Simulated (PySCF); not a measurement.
All values below come from PBE-D3(BJ)/def2-TZVP // TPSSh-D3(BJ)/def2-TZVP (PySCF). Isolated molecules, 0 K electronic values unless said otherwise. One relaxed conformer stands for a flexible species; it need not be the lowest. Excitations are Tamm–Dancoff values on a coarser integration grid. The basis has no diffuse functions, so Rydberg states are missing or too high.

Reference species (SMILES): `C=CC(=C)F` (C–C–C–F torsion 0°) (neutral, multiplicity 1).

```json
{
  "brightest of the four lowest singlets (TDA)": "6.53 eV",
  "S1 excitation (TDA)": "5.82 eV",
  "LUMO": "-2.05 eV",
  "S1–T1 gap (TDA)": "2.64 eV"
}
```

Changed species: `C=C/C=C\F` (C–C–C–C torsion 180°).

### Question
Predict the effect on the brightest of the four lowest singlets (TDA), S1 excitation (TDA), LUMO and S1–T1 gap (TDA).

### Answer
the brightest of the four lowest singlets (TDA) falls by 0.58 eV, to 5.95 eV; the S1 excitation (TDA) rises by 0.13 eV, to 5.95 eV; the LUMO rises by 0.22 eV, to -1.83 eV; the S1–T1 gap (TDA) rises by 0.15 eV, to 2.79 eV.
